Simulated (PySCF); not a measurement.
Exercise with solution: oscillator strength and radiative lifetime

C₂H₉NOSi, SMILES CO[Si@H](C)N.

Geometry: PBE0-D3(BJ)/def2-SVP. The structure was generated by enumeration; whether it is a known compound was not checked. One conformer was computed; it need not be the lowest.

TDA-B3LYP/def2-SVPD in PySCF puts the first singlet state with f over 0.02 at 6.41 eV (vertical), with the transition dipole (-0.484, 0.026, -0.220) in atomic units.

Question: Find the oscillator strength, the wavelength and the radiative lifetime that this transition would have in vacuum if emission retraced absorption.

Answer: 
|μ|² = 0.2833 au, so |μ| = 1.35 D. ΔE = 6.41/27.211 = 0.2356 hartree. f = (2/3) ΔE |μ|² = 0.044 (the program prints 0.045).
λ = 1239.84/6.41 = 193 nm; ν = 51700 cm⁻¹.
Einstein's coefficient A = 0.6670 ν² f s⁻¹ (ν in cm⁻¹) = 7.9e7 s⁻¹, so τ = 1/A = 13 ns. This state is S1. The figure is the radiative limit of this one transition; relaxation, internal conversion, crossing to triplets and a medium change what is measured.
